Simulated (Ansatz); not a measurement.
```yaml
atoms:
  - { symbol: O, position_ang: [0.0000, 0.0000, -0.0998] }
  - { symbol: H, position_ang: [0.0000, 0.0000, 0.7985] }
```

Basis set: 6-31G* (spherical functions). Frozen core: 1 orbital. Charge 0, multiplicity 2.

Computed with Ansatz (development build ahead of 0.2.0); each method stands on the lowest determinant of its kind that the runs found.

(1) Give the atomization energy at this shape (free ground-state atoms in the same class of orbitals less the molecule, no zero-point energy) of doublet OH by UHF-MP2, UHF.

## Answers

(1)

```tsv
method	atomization energy
UHF-MP2	3.67 eV
UHF	2.60 eV
```

Caution: the shape is not the minimum.
